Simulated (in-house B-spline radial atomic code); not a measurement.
The calcium ion Ca⁷⁺: [Ne] 3s2 (3p3/2)1 (an excited or competing configuration)

All numbers are computed (Dirac-Hartree-Fock, average of the jj configuration; Fermi nucleus of rms radius 3.4776 fm) with an all-electron radial atomic-structure program (B-spline basis), not measured.

Screening seen three ways: the hydrogenic charge with the same mean radius, Z_r = [3n² - l(l+1)]/(2<r>), the one with the same energy, Z_e = n√(-2ε), and Slater's rules. Values are occupation-weighted means over j.

| shell | electrons | ε (eV) | <r> (bohr) | Z_r | Z_e | Slater |
| --- | --- | --- | --- | --- | --- | --- |
| 1s | 2 | -4227.4 | 0.07673 | 19.55 | 17.63 | 19.70 |
| 2s | 2 | -594.81 | 0.3583 | 16.75 | 13.22 | 15.85 |
| 2p | 6 | -504.41 | 0.3239 | 15.44 | 12.18 | 15.85 |
| 3s | 2 | -165.86 | 1.028 | 13.13 | 10.47 | 10.50 |
| 3p | 1 | -146.48 | 1.057 | 11.82 | 9.84 | 10.50 |

The least bound orbital is 3p3/2 at -146.5 eV, and it is also the most diffuse (<r> = 1.057 bohr).

For the 1s electron the small component carries 0.511 % of the norm, the zero-frequency Breit interaction raises the level by 3.574 eV, self-energy by 1.668 eV, and vacuum polarisation lowers it by 0.1233 eV.
